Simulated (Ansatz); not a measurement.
Cartesian coordinates in Å:
```
O -1.150 0.036 -1.941
Ge -1.221 0.535 -0.237
N -0.100 -0.484 0.816
C 1.279 -0.244 0.750
F 1.818 -0.501 -0.533
H -0.239 -0.069 -2.230
H -0.722 1.979 -0.062
H -2.671 0.293 0.183
H -0.328 -1.467 0.867
H 1.833 -0.886 1.438
H 1.500 0.807 0.949
```

Total charge 0; spin multiplicity 1.

Question: List the ωB97M-V/def2-TZVPP orbital energies in eV (Ansatz). (An estimate is asked.)

Answer: The calculation gave: Occupied: -10867.05, -1362.82, -1210.55, -1210.54, -1210.54, -677.01, -525.77, -394.75, -284.31, -174.69, -123.95, -123.94, -123.92, -36.89, -36.80, -36.74, -36.68, -36.67, -35.87, -30.05, -27.83, -21.52, -18.80, -17.39, -16.56, -16.17, -15.28, -13.80, -13.14, -12.87, -12.48, -11.75, -11.06, -10.28. Lowest empty: 2.36, 2.49, 3.05, 3.51, 3.75, 4.15, 4.26, 5.13.
